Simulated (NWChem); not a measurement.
System: CH6SSiTe; SMILES CS[Te][SiH3]

```xyz
10

Te     0.7138    -0.4842    -0.0400
S     -0.1359     1.7051     0.6615
C     -0.6184     2.4680    -0.9290
H      0.2534     2.6106    -1.5955
H     -1.0378     3.4604    -0.6638
H     -1.3990     1.8752    -1.4442
Si    -1.6274    -1.4284     0.0448
H     -2.5243    -0.6067    -0.8395
H     -2.1541    -1.4084     1.4509
H     -1.5882    -2.8458    -0.4640
```
Atoms are numbered in this order, from 1.

Computed with NWChem. The geometry was optimised at PBE-D3(BJ)/def2-SVP. No frequency run checked for a minimum. def2 effective core potentials on Te; no spin-orbit coupling.

Q: Among these, which level gives the lowest value of “orbital gap (eV)”?
A. TPSS/def2-SVP
B. TPSS/def2-SVPD
C. TPSS/def2-TZVP

A: B, TPSS/def2-SVPD. Values: TPSS/def2-SVPD 2.87; TPSS/def2-SVP 2.96; TPSS/def2-TZVP 2.97
